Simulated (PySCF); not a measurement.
Gas-phase thermal properties of CH2FCF3

Energies from PySCF (xtb for GFN2), thermal terms from the rigid-rotor harmonic-oscillator model, ideal gas at 1 bar. 6-31G* has spherical d functions here. All species are closed-shell singlets. B3LYP is the form with VWN-RPA correlation. The harmonic model lacks anharmonicity and excited electronic states, which grow with temperature; levels with a mode under 35 cm⁻¹ are left out. Internal rotation in CH2FCF3 is treated as a harmonic vibration of one conformer, which makes the entropy rough.

| level | point group | σ | ZPE (kJ/mol) | S°298 (J/mol/K) | Cp298 (J/mol/K) | S°1000 (J/mol/K) | H1000 − H298 (kJ/mol) |
|---|---|---|---|---|---|---|---|
| B3LYP/6-31G* | Cs | 1 | 120.0 | 317.2 | 83.9 | 461.2 | 88.3 |
| GFN2-xTB | Cs | 1 | 110.8 | 324.5 | 88.7 | 474.4 | 91.6 |
| HF/6-31G* | Cs | 1 | 130.9 | 312.0 | 79.1 | 449.5 | 84.6 |
| PBE/def2-SVP | Cs | 1 | 115.8 | 318.3 | 85.4 | 464.7 | 89.7 |
| PBE0/def2-TZVP | Cs | 1 | 119.9 | 315.9 | 83.5 | 459.9 | 88.3 |
σ: rotational symmetry number. Electronic degeneracy used: 1. Frequencies are unscaled.
